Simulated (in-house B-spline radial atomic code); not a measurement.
Configurations of Ca⁶⁺, with energies counted from [Ne] 3s2 (3p1/2)2. Method: Dirac-Hartree-Fock, average of each configuration as written, Fermi nucleus of rms radius 3.4776 fm. Calculated with a radial B-spline atomic code at the basis-set limit. Energies include first-order Breit, QED and recoil terms.

Occupations are held fixed; configurations that lie above the ionisation limit could autoionise.

```csv
configuration,E - E(ref) (eV),highest orbital,its <r> (bohr)
[Ne] 3s2 (3p1/2)1 4s1,58.933,4s1/2,2.222
[Ne] 3s1 (3p3/2)2 (5p1/2)1,111.55,5p1/2,4.056
[Ne] 3s1 (3p3/2)2 (5d5/2)1,116.15,5d5/2,4.394
[He] 2s2 (2p1/2)2 (2p3/2)3 3s2 (3p1/2)2 6s1,443.94,6s1/2,5.777
[He] 2s2 (2p1/2)2 (2p3/2)3 3s2 (3p1/2)2 (7f5/2)1,454.85,7f5/2,9.379
```

Q: Order these further configurations by energy, lowest first.
A. [He] 2s2 (2p1/2)1 (2p3/2)4 3s2 (3p3/2)2 (7d5/2)1
B. [Ne] 3s2 (3p3/2)1 7s1
C. [Ne] 3s2 (3p1/2)1 (3p3/2)1
D. [He] 2s2 (2p1/2)2 (2p3/2)3 3s2 (3p1/2)2 (5d3/2)1
E. [Ne] 3s2 (3p3/2)2

A: C (-0.64554 eV), E (0.24135 eV), B (107.7 eV), D (438.44 eV), A (457.9 eV).

Q: How far above the reference does [Ne] 3s1 (3p1/2)1 (3p3/2)1 (6g9/2)1 lie?

A: 126.34 eV; its least bound orbital is 6g9/2 with <r> = 6.264 bohr.

Q: Is the reference the lowest configuration at this level of theory?

A: No: [Ne] 3s2 (3p1/2)1 (3p3/2)1 lies 0.6455 eV lower. Averages of configurations without correlation can order differently from the measured ground levels.
